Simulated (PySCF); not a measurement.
**TDDFT excited states: C4H8O3S**

Compound: allyl methanesulfonate, C4H8O3S.
SMILES: `C=CCOS(C)(=O)=O`

Level of theory: TDDFT CAM-B3LYP/def2-SVPD, vertical, gas phase, core orbitals frozen in the response (PySCF 2.14.0, density-fitted response routines). Isolated species at its PBE0-D3(BJ)/def2-SVP geometry (one conformer only). Torsions of this conformer, `[CH2:1]=[CH:2][CH2:3][O:4][S:5]([CH3:6])(=[O:7])=[O:8]`: C1–C2–C3–O4 -116°, C2–C3–O4–S5 69°, C3–O4–S5–C6 152°.

| state | λ (nm) | E (eV) | f | main configurations (H = HOMO, L = LUMO) |
| --- | --- | --- | --- | --- |
| S1 | 170.1 | 7.29 | 0.340 | H→L (75%), H→L+1 (19%) |
| S2 | 164.8 | 7.52 | 0.0086 | H-1→L (55%), H-4→L (9%), H-2→L (9%) |
| S3 | 160.4 | 7.73 | 0.048 | H→L+2 (39%), H→L+1 (24%), H→L+4 (21%) |
| S4 | 154.2 | 8.04 | 0.0012 | H-1→L (25%), H-1→L+1 (15%), H-2→L (14%) |
| S5 | 150.1 | 8.26 | 0.0019 | H→L+3 (29%), H→L+1 (20%), H→L+6 (9%) |
| S6 | 149.0 | 8.32 | 0.0039 | H→L+3 (33%), H→L+4 (13%), H→L+5 (11%) |

The lowest singlet lies at 7.29 eV (170 nm, vacuum ultraviolet) and is strong; its leading configuration is HOMO→LUMO (75%). The lowest level is also the most intense of those listed (f = 0.340). Löwdin shares by element: HOMO carbon 78% or more (atoms not listed hold the other 22%); LUMO carbon 37% or more, sulfur 17%, oxygen 8% or more (atoms not listed hold the other 37%). The listed states span 1.03 eV, and the widest gap between neighbours is 0.31 eV (S3 to S4). Orbital energies (eV): HOMO-3 -10.88, HOMO-2 -10.69, HOMO-1 -10.11, HOMO -9.28, LUMO 0.67, LUMO+1 1.06, LUMO+2 1.55. Weighted by f, the mean energy of these states is 7.36 eV. The window holds the lowest 6 singlets.

Hardware: Arm Neoverse V1, one thread, on a shared host. Cost: 76 s, 1.1 GiB resident at most.
